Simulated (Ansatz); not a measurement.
Reaction (hydrogen abstraction from the Al–H bond): `[SiH3][O][AlH][Br]` + `[OH]`• → `[SiH3][O][Al][Br]`• + H₂O

Computed with Ansatz on PBE0-D4/def2-TZVP structures; ΔE is electronic, products minus reactants. CBS: MP2 limit from def2 TZ/QZ plus the TZ coupled-cluster correction, frozen cores. This one scheme is used for every species. No spin–orbit coupling; open shells (•) take unrestricted orbitals. For Br outer-core shells are correlated without core-valence functions, which leaves a few kJ/mol of doubt a bond. Scalar relativity is left out up to krypton. Each species was taken in one conformer, which may not be the lowest.

`[SiH3][O][AlH][Br]`:

Z-matrix (Å, degrees):
```
Si
O 1 1.631
H 1 1.487 2 110.7
H 1 1.486 2 109.4 3 120.3
H 1 1.486 2 109.3 3 -120.2
Al 2 1.672 1 160.4 3 -6.9
Br 6 2.248 2 118.5 1 -0.5
H 6 1.565 2 120.8 1 179.6
```

`[OH]`•:

Z-matrix (Å, degrees):
```
O
H 1 0.973
```

`[SiH3][O][Al][Br]`•:

Cartesian coordinates in Å:
```
Si -0.656 0.611 -0.713
O 0.402 -0.471 -0.107
Al 1.460 -1.536 0.638
Br 1.741 -1.438 2.893
H -1.212 1.452 0.378
H 0.033 1.485 -1.698
H -1.768 -0.104 -1.392
```

H₂O:

Z-matrix (Å, degrees):
```
O
H 1 0.960
H 1 0.960 2 105.1
```

| species | CCSD(T)/CBS(def2) energy (Eh) |
| --- | --- |
| `[SiH3][O][AlH][Br]` | -3182.15432 |
| `[OH]`• | -75.67771 |
| `[SiH3][O][Al][Br]`• | -3181.51258 |
| H₂O | -76.37941 |

(1) Work out ΔE.

Largest T1 diagnostic among the species: 0.012.

## Answers

(1) ΔE = (-3181.51258) + (-76.37941) − (-3182.15432) − (-75.67771) = -0.05996 Eh = -157.4 kJ/mol.

From BLYP to BHLYP (50 % exact exchange), in def2-TZVPP and without D4, ΔE moves by +34.0 kJ/mol. In def2-TZVPP, CCSD(T) changes the Hartree–Fock value by −68.1 kJ/mol (the triples alone add −7.2 kJ/mol) and MP2 by −96.7 kJ/mol. At CCSD(T), def2-SVP lies +28.6 kJ/mol from the extrapolated value and def2-TZVPP +8.7 kJ/mol.
